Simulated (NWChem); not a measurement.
# Correlation energy of FNa

```xyz
2

Na     0.0000     0.0000    -0.8497
F      0.0000     0.0000     1.0385
```
Charge 0, spin multiplicity 1.

The numbers come from NWChem runs, not from measurements. Structure: optimised with PBE0/def2-SVP, a minimum by its harmonic frequencies.

Basis set: 3-21G. Each correlation energy counts from its own Hartree-Fock reference.

The correlated methods keep 2 core orbitals frozen. The structure started from a generated list of species. No row is a measurement; the coupled-cluster row has its own basis-set and correlation limits.

Problem. For the correlation energy, SCS-MP2 gives -123.7 mHa and CR-CCSD[T] gives -132.0 mHa. What do CCSD(T), CCSD, CR-CCSD(T) give?

Solution. CCSD(T): -130.7 mHa; CCSD: -127.8 mHa; CR-CCSD(T): -130.6 mHa.
